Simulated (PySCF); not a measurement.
## CH6F2Si2

CH6F2Si2 is a small molecule, neutral, singlet. The structure, one conformer, was relaxed in the gas phase by PBE0-D3(BJ)/def2-SVP. No frequency run checks that it is a minimum.

SMILES: C[Si](F)(F)[SiH3]

Coordinates in Å:
```
Si1    -0.261    0.614   -0.384
Si2     1.857   -0.195    0.189
F3     -0.412    2.112    0.224
F4     -0.325    0.779   -1.999
C5     -1.711   -0.396    0.169
H6      1.970   -0.286    1.678
H7      2.045   -1.562   -0.388
H8      2.921    0.713   -0.332
H9     -1.657   -1.419   -0.233
H10    -1.747   -0.453    1.268
H11    -2.648    0.065   -0.182
```

Shieldings: GIAO PBE0/pcSseg-2. Shifts are against computed references at the same level: C TMS (σ 184.1 ppm), H TMS (σ 31.24 ppm), Si TMS (σ 341.3 ppm). Core levels by delta-SCF with SCAN, pcX-2 on the ionised atom and pcseg-1 elsewhere, spin-free X2C (2p3/2 is the spin-free 2p value less a third of a first-order spin-orbit splitting); from the vacuum level, for chosen atoms.

Problem. Give the NMR and core-level values of the distinct atoms.

Solution. 
```tsv
atoms	bonded to	σ (ppm)	δ (ppm)	core level (eV)
Si1	1 C + 2 F + 1 Si	317.6	23.7	2p3/2 108.42
Si2	1 Si + 3 H	461.1	-119.8	2p3/2 106.94
F3	1 Si	307.5	-	1s 692.38
F4	1 Si	307.6	-	1s 692.38
C5	1 Si + 3 H	181.9	2.2	1s 290.81
H6 H7 H8	1 Si	27.80	3.45	-
H9 H10 H11	1 C	30.78	0.47	-
```

Values are those of this one static structure, with the three H of a rotating XH3 group averaged; atoms that internal rotation interchanges would show their mean in an NMR spectrum.

Problem. Which of Si1, Si2 holds its core electrons tightest, and by how much against the loosest?

Solution. Si1 (bonded to 1 C + 2 F + 1 Si), by 1.48 eV over Si2 (bonded to 1 Si + 3 H).

Problem. By CAM-B3LYP/def2-SVPD (TDDFT singlets, Tamm-Dancoff triplets, ionisation by delta-SCF), where does absorption start, and what does vertical ionisation take?

Solution. The lowest singlet lies at 7.20 eV (f 0.023), the strongest of the first 6 at 8.58 eV (f 0.358), the lowest triplet at 6.32 eV; vertical ionisation takes 10.61 eV.
